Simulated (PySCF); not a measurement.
Compound: C7H12NP.
Structure used (GFN2-xTB), in Å, numbered top down from 1:
```xyz
21
C7H12NP angstrom
C      2.063    0.272   -1.078
C      1.115   -0.371   -0.064
C      1.807   -0.504    1.295
C     -0.126    0.461    0.076
P     -0.145    2.138    0.503
C     -1.898    2.098    0.417
C     -2.357    0.862    0.083
N     -1.371   -0.052   -0.105
C     -1.652   -1.416   -0.473
H      2.967   -0.323   -1.186
H      1.582    0.356   -2.051
H      2.336    1.271   -0.744
H      0.856   -1.372   -0.421
H      2.075    0.482    1.667
H      2.710   -1.104    1.206
H      1.145   -0.975    2.019
H     -2.530    2.946    0.607
H     -3.383    0.563   -0.040
H     -1.214   -1.654   -1.446
H     -2.731   -1.551   -0.538
H     -1.259   -2.111    0.272
```

Computed at PBE0/pcSseg-1 (PySCF, non-relativistic), with Q(14N) = 0.02044 b: N8, 14N (I = 1): χzz = -2.809 MHz, η = 0.317.

(1) Where would the pure quadrupole (NQR) lines of 14N at N8 fall for the rigid, isolated species?

Answers

(1) From ν± = (3/4)|χ|(1 ± η/3) and ν0 = |χ|η/2: ν+ 2.329 MHz, ν− 1.884 MHz, ν0 0.445 MHz (pyrrole-type nitrogen).

In a crystal, neighbours and librations shift these lines. GFN2-xTB frequencies show an imaginary mode (35i cm⁻¹), so this geometry is no minimum at that level. GFN2-xTB bond lengths can be off by several hundredths of an ångström, more for odd bonds, and the gradients follow them. With so small a basis the couplings can be 20 % off.

The run behind these numbers computed NMR shieldings as well. Cost: about 1.9 min of CPU time on one thread; the machine was shared, so the figure is rough.

One conformer stands for the species.
